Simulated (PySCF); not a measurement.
PySCF 2.14 output of an unrestricted r2SCAN calculation on a single atom or ion in aug-cc-pVDZ-PP with ECP60MDF (5s5p4d2f, 54 functions), with a scalar-relativistic core potential:

```
SCF conv_tol = 1e-09
number electrons alpha = 10  beta = 9
    J. W. Furness, A. D. Kaplan, J. Ning, J. P. Perdew, and J. Sun.,  J. Phys. Chem. Lett. 11, 8208-8215 (2020)
    J. W. Furness, A. D. Kaplan, J. Ning, J. P. Perdew, and J. Sun.,  J. Phys. Chem. Lett. 11, 9248-9248 (2020)
    J. W. Furness, A. D. Kaplan, J. Ning, J. P. Perdew, and J. Sun.,  J. Phys. Chem. Lett. 11, 8208-8215 (2020)
    J. W. Furness, A. D. Kaplan, J. Ning, J. P. Perdew, and J. Sun.,  J. Phys. Chem. Lett. 11, 9248-9248 (2020)
cycle= 1 E= -135.683315273097  delta_E= -0.0122  |g|= 0.0229  |ddm|= 0.203
cycle= 2 E= -135.68334210693  delta_E= -2.68e-05  |g|= 0.0263  |ddm|= 0.0525
cycle= 3 E= -135.683573820195  delta_E= -0.000232  |g|= 0.00137  |ddm|= 0.0178
cycle= 4 E= -135.683574808249  delta_E= -9.88e-07  |g|= 0.000177  |ddm|= 0.00359
cycle= 5 E= -135.683574836713  delta_E= -2.85e-08  |g|= 8.01e-06  |ddm|= 0.000735
cycle= 6 E= -135.683574836819  delta_E= -1.06e-10  |g|= 2.07e-06  |ddm|= 3.67e-05
converged SCF energy = -135.683574836819  <S^2> = 0.75174611  2S+1 = 2.0017454
```

The run itself started from symmetry-adapted Hartree-Fock orbitals and held the occupation by maximum overlap, on a logarithmic radial grid, so the iterations belong to that start.

Problem. Which element, charge and spin multiplicity is this?

Solution. Au (gold, neutral), multiplicity 2; the state was [Xe] 4f14 5d9 6s2, 2D determinant (an excited configuration).

Energies and moments cover only the electrons outside the core potential. Spin-orbit coupling, absent here, splits the open shell strongly.
